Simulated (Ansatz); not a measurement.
BCl₂, SMILES [B](Cl)Cl, multiplicity 2.

Coordinates come from a r2SCAN-D4/def2-TZVP optimisation. The isomer is the one that the SMILES or the coordinates give; other isomers of the formula were not compared.

Two levels are set side by side: PBE/def2-TZVPD (Ansatz, a program for electronic structure) and PBE0/def2-TZVPD (Ansatz). Energy differences of separate SCF runs at the same geometry; the states with an electron removed or added have multiplicity 1 and 1. Differences are taken from unrounded values.

```tsv
quantity	PBE0	PBE	PBE minus PBE0
vertical ionisation energy (eV)	8.91	8.67	-0.24
vertical electron affinity (eV)	0.52	0.63	0.11
```
